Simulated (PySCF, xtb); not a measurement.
C2H6N, SMILES C[N]C, multiplicity 2.

Harmonic wavenumbers (cm⁻¹) from GFN2-xTB in xtb 6.7.1 at its own minimum, in rising order: 44, 75, 467, 970, 978, 1030, 1055, 1195, 1243, 1379, 1380, 1419, 1425, 1454, 1471, 2853, 2857, 2870, 2871, 2914, 2915.

Task: What does PBE-D3(BJ)/def2-TZVP in PySCF give at its own minimum? (Estimate from the structure and the level; the computed values follow.)

Result: 88, 112, 424, 882, 906, 967, 991, 1162, 1183, 1327, 1348, 1408, 1409, 1429, 1436, 2857, 2867, 2895, 2901, 3033, 3034. Paired by order, the mean absolute difference is 47 cm⁻¹ and the zero-point energies are 47.0 and 46.7 kcal/mol.
